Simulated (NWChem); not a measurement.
System: C2H8BN; SMILES CBNC

Input file for NWChem:

```
start job
memory heap 200 mb stack 900 mb global 1100 mb
geometry units angstroms noautoz
  B     -0.708034    -0.687847     0.138280
  H     -1.839603    -1.127362     0.293735
  C      0.515688    -1.682392     0.052120
  H      1.514247    -1.221802    -0.089090
  H      0.353517    -2.403027    -0.778927
  H      0.556134    -2.305426     0.972146
  N     -0.614079     0.711697     0.049387
  C      0.557086     1.547729    -0.132752
  H     -1.483610     1.245260     0.120273
  H      0.700606     2.253441     0.715114
  H      0.494809     2.154304    -1.063180
  H      1.464260     0.919334    -0.202720
end
basis spherical
  * library aug-pcseg-1
end
dft
  xc b3lyp
  iterations 150
  mulliken
end
task dft energy
```

All runs use the structure optimised with PBE-D3(BJ)/def2-SVP.

**Question.** What results follow from this input? (B3LYP/aug-pcseg-1.) Quantities: basis functions; energy (Ha); highest occupied level (eV); orbital gap (eV); dipole (D).

**Answer.** The number of basis functions is 164. The energy (Ha) is -160.66 and the highest occupied level (eV) is -7.35. The orbital gap (eV) is 6.97 and the dipole (D) is 1.61.
